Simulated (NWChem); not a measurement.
# diarsenic (As₂); SMILES [As]#[As]

```xyz
2

As     0.0000     0.0000     1.0593
As     0.0000     0.0000    -1.0593
```
Atoms are numbered in this order, from 1.

Results from NWChem. Pople sets run with spherical d functions. Coordinates come from a B3LYP/6-31G* (spherical d) optimisation. Vzz is the largest principal value of the second derivative of the potential at the nucleus (NWChem prints the opposite sign); η is the asymmetry. Non-relativistic.

```json
[
 {"level": "Hartree-Fock/6-31G*", "Vzz As2 (a.u.)": "-2.744", "η As2": "0.00"},
 {"level": "Hartree-Fock/def2-SVP", "Vzz As2 (a.u.)": "?", "η As2": "0.00"},
 {"level": "CAM-B3LYP/def2-SVP", "Vzz As2 (a.u.)": "-2.583", "η As2": "0.00"},
 {"level": "CAM-B3LYP/def2-TZVP", "Vzz As2 (a.u.)": "-2.924", "η As2": "0.00"}
]
```

### Question
What belongs in the gaps?

### Answer

- Hartree-Fock/def2-SVP, Vzz As2 (a.u.): -2.989
